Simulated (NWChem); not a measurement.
System: C3H8N2; SMILES C/N=C/CN

Parts of the log:

```
             Northwest Computational Chemistry Package (NWChem) 7.3.0
             --------------------------------------------------------

                             Geometry "geometry" -> ""
                             -------------------------

 Output coordinates in angstroms (scale by  1.889725989 to convert to a.u.)

  No.       Tag          Charge          X              Y              Z
 ---- ---------------- ---------- -------------- -------------- --------------
    1 C                    6.0000    -0.26482000     2.40697400     0.01482800
    2 N                    7.0000     0.37679300     1.14448600     0.29492700
    3 C                    6.0000    -0.06036200     0.09778800    -0.29057400
    4 C                    6.0000     0.55581600    -1.26099400    -0.08204600
    5 N                    7.0000    -0.48575600    -2.26442000     0.12859000
    6 H                    1.0000     0.48249700     3.11925200    -0.39693700
    7 H                    1.0000    -0.62392700     2.85951900     0.96422800
    8 H                    1.0000    -1.12442400     2.34374900    -0.69853200
    9 H                    1.0000    -0.93710200     0.11374300    -0.99119800
   10 H                    1.0000     1.33172900    -1.16246400     0.71646000
   11 H                    1.0000     1.09631100    -1.52551900    -1.02038400
   12 H                    1.0000    -0.89647700    -2.14445600     1.06347000
   13 H                    1.0000    -0.07596300    -3.20573900     0.12003200

 Effective nuclear repulsion energy (a.u.)     171.0594248598

                                 NWChem DFT Module
                                 -----------------

 Summary of "ao basis" -> "ao basis" (spherical)
 ------------------------------------------------------------------------------
       Tag                 Description            Shells   Functions and Types
 ---------------- ------------------------------  ------  ---------------------
 C                           6-31g*                  6       14   3s2p1d
 N                           6-31g*                  6       14   3s2p1d
 H                           6-31g*                  2        2   2s

 in cosmo_initialize ...
 calling solv_data for solv:h2o

 solvent parameters
 solvname_short: h2o
 solvname_long:  water
 dielec:       78.4000
 dielecinf:     1.7769
 aqueous SMD model solvent descriptors
 dielec:       78.4000
 sola:          0.8200

[...]

                                COSMO-SMD solvation results
                                ---------------------------

             internal energy in gas <Psi(g)|H|Psi(g)> =      -228.484312549344
         internal energy in solvent <Psi(s)|H|Psi(s)> =      -228.482824216379
                               delta internal energy  =         0.001488332965 (    0.93 kcal/mol)
   total free energy in solvent <Psi(s)|H+V/2|Psi(s)> =      -228.496544135278
 polarization energy contribution <Psi(s)|V/2|Psi(s)> =        -0.013719918899 (   -8.61 kcal/mol)
    total free energy in solvent including G(SMD-CDS) =      -228.497621206859
                       G(SMD-CDS) energy contribution =        -0.001077071581 (   -0.68 kcal/mol)
     1 M fixed-concentration free energy of solvation =        -0.013308657515 (   -8.35 kcal/mol)

                       DFT Final Molecular Orbital Analysis
                       ------------------------------------

 Vector   18  Occ=2.000000D+00  E=-3.470444D-01
              MO Center=  1.2D-01,  7.8D-01,  3.6D-03, r^2= 3.2D+00
   Bfn.  Coefficient  Atom+Function         Bfn.  Coefficient  Atom+Function
  ----- ------------  ---------------      ----- ------------  ---------------
    19     -0.268749   2 N  pz               33     -0.250327   3 C  pz
    17      0.247751   2 N  px               31      0.207439   3 C  px
    23     -0.197474   2 N  pz               37     -0.183879   3 C  pz
    21      0.181275   2 N  px               72     -0.152603   6 H  s
    35      0.144254   3 C  px                5      0.143276   1 C  pz

 Vector   19  Occ=2.000000D+00  E=-3.187090D-01
              MO Center=  2.0D-01,  9.6D-01,  1.5D-01, r^2= 2.3D+00
   Bfn.  Coefficient  Atom+Function         Bfn.  Coefficient  Atom+Function
  ----- ------------  ---------------      ----- ------------  ---------------
    17      0.364526   2 N  px               19      0.314607   2 N  pz
    21      0.294675   2 N  px               23      0.261936   2 N  pz
    20      0.248261   2 N  s                78      0.208858   9 H  s
    76      0.178631   8 H  s                48     -0.153392   4 C  s
    46     -0.142973   4 C  py               77      0.141724   9 H  s

 Vector   20  Occ=2.000000D+00  E=-3.094232D-01
              MO Center= -2.9D-01, -1.9D+00,  5.1D-02, r^2= 2.1D+00
   Bfn.  Coefficient  Atom+Function         Bfn.  Coefficient  Atom+Function
  ----- ------------  ---------------      ----- ------------  ---------------
    61      0.366370   5 N  pz               59      0.334064   5 N  px
    65      0.328398   5 N  pz               63      0.306787   5 N  px
    62     -0.246700   5 N  s                80     -0.202244  10 H  s
    79     -0.159319  10 H  s                47     -0.128840   4 C  pz
    45     -0.126923   4 C  px               34      0.120432   3 C  s

 Vector   21  Occ=0.000000D+00  E= 4.305211D-02
              MO Center=  1.0D-01,  3.4D-01, -5.0D-02, r^2= 2.8D+00
   Bfn.  Coefficient  Atom+Function         Bfn.  Coefficient  Atom+Function
  ----- ------------  ---------------      ----- ------------  ---------------
    37      0.482907   3 C  pz               23     -0.397566   2 N  pz
    62     -0.354393   5 N  s                21      0.330511   2 N  px
    33      0.323315   3 C  pz               35     -0.309928   3 C  px
    19     -0.307422   2 N  pz               17      0.258538   2 N  px
    31     -0.257040   3 C  px               82      0.243356  11 H  s

[...]
```

Level: M06-2X/6-31G* (spherical d), SMD on the gas-phase geometry. Structure relaxed at the PBE-D3(BJ)/def2-SVP level. No frequency run checked for a minimum. Solvent: water.

**Question.** Which NWChem input produces such a log?

**Answer.** Several could match; the one computed here: the input that was run:
```
start job
memory heap 200 mb stack 900 mb global 1100 mb
geometry units angstroms noautosym nocenter noautoz
  C     -0.264820     2.406974     0.014828
  N      0.376793     1.144486     0.294927
  C     -0.060362     0.097788    -0.290574
  C      0.555816    -1.260994    -0.082046
  N     -0.485756    -2.264420     0.128590
  H      0.482497     3.119252    -0.396937
  H     -0.623927     2.859519     0.964228
  H     -1.124424     2.343749    -0.698532
  H     -0.937102     0.113743    -0.991198
  H      1.331729    -1.162464     0.716460
  H      1.096311    -1.525519    -1.020384
  H     -0.896477    -2.144456     1.063470
  H     -0.075963    -3.205739     0.120032
end
basis spherical
  * library 6-31g*
end
dft
  xc m06-2x
  iterations 150
end
cosmo
  do_cosmo_smd true
  solvent water
end
task dft energy
```
